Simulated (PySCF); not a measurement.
Point-charge models of `CC/C(C(Cl)=O)=C/Cl` against its computed dipole.

Coordinates (GFN2-xTB, Å) and charges (e) from the PBE0/pcSseg-1 density (PySCF):

| atom | x | y | z | Mulliken | IAO | Hirshfeld | ESP-fitted |
| --- | --- | --- | --- | --- | --- | --- | --- |
| C1 | -1.808 | -0.438 | -0.112 | -0.2749 | -0.4224 | -0.1120 | -0.3916 |
| C2 | -0.689 | 0.577 | -0.303 | -0.1487 | -0.2561 | -0.0729 | +0.1292 |
| C3 | 0.700 | 0.073 | -0.013 | -0.3362 | -0.0719 | -0.0201 | +0.1645 |
| C4 | 0.930 | -1.187 | 0.397 | -0.0105 | -0.1337 | -0.0023 | -0.3283 |
| Cl5 | 2.450 | -1.857 | 0.748 | -0.0062 | +0.0539 | +0.0173 | +0.0298 |
| C6 | 1.829 | 0.991 | -0.186 | +0.3588 | +0.3450 | +0.1637 | +0.3004 |
| O7 | 2.982 | 0.790 | 0.022 | -0.2908 | -0.3465 | -0.2013 | -0.3117 |
| Cl8 | 1.357 | 2.599 | -0.788 | -0.1461 | -0.1032 | -0.0468 | -0.1590 |
| H9 | -1.853 | -0.785 | 0.917 | +0.1240 | +0.1408 | +0.0425 | +0.1001 |
| H10 | -2.757 | 0.033 | -0.352 | +0.1335 | +0.1555 | +0.0519 | +0.1205 |
| H11 | -1.678 | -1.292 | -0.772 | +0.1240 | +0.1411 | +0.0425 | +0.1008 |
| H12 | -0.709 | 0.940 | -1.333 | +0.1592 | +0.1600 | +0.0378 | +0.0141 |
| H13 | -0.875 | 1.440 | 0.341 | +0.1581 | +0.1592 | +0.0390 | +0.0140 |
| H14 | 0.120 | -1.885 | 0.532 | +0.1558 | +0.1782 | +0.0607 | +0.2172 |

**Question.** What dipole does each set of charges give (1 e·Å = 4.803 D), and what does the density give?

**Answer.** The full density gives (-3.70, -1.59, 0.12) D, 4.02 D in size; dipole vectors point from the negative to the positive end.

```
    scheme     μx     μy    μz  size (D)  share of the full size (%)  angle to the full dipole (°)
  Mulliken  -5.33  -1.87  0.04      5.65                         140                             4
       IAO  -3.86  -1.70  0.11      4.22                         105                             1
 Hirshfeld  -2.08  -1.21  0.15      2.41                          60                             7
ESP-fitted  -3.73  -1.68  0.15      4.10                         102                             1
```

**Question.** Which set comes closest?

**Answer.** Length of the difference vector: ESP-fitted 0.11 D, IAO 0.20 D, Mulliken 1.66 D, Hirshfeld 1.66 D. Closest: ESP-fitted. The schemes that divide the density aren't constrained to reproduce the dipole.

**Question.** What is left for the Hirshfeld atoms' own dipoles?

**Answer.** The shares of the density sum to the whole, so what Σ q r misses lies in dipoles about the nuclei. The atomic dipoles sum to (-3.70, -1.59, 0.12) − (-2.08, -1.21, 0.15) = (-1.62, -0.38, -0.03) D, 1.66 D in size.

**Question.** With the origin at the mean of the coordinates, (0.000, 0.000, -0.064) Å, which are the largest single terms, by size, of the Mulliken dipole along the direction of the full one?

**Answer.** O7 +4.26, C6 -3.57, C1 -2.42, H10 +1.61, Cl8 +1.61 D; all 14 atoms together +5.63 D. The single terms depend on the origin, their sum doesn't.

**Question.** Give the size of the full dipole in other units.

**Answer.** 4.02 D = 1.583 au = 0.838 e·Å = 13.42 × 10⁻³⁰ C·m.

Isolated species at its GFN2-xTB geometry (one conformer only).

Shape of the structure used: `[CH3:1][CH2:2]/[C:3](=[CH:4]/[Cl:5])[C:6](=[O:7])[Cl:8]`: C1–C2–C3–C4 -1°, C2–C3–C6–O7 178°.
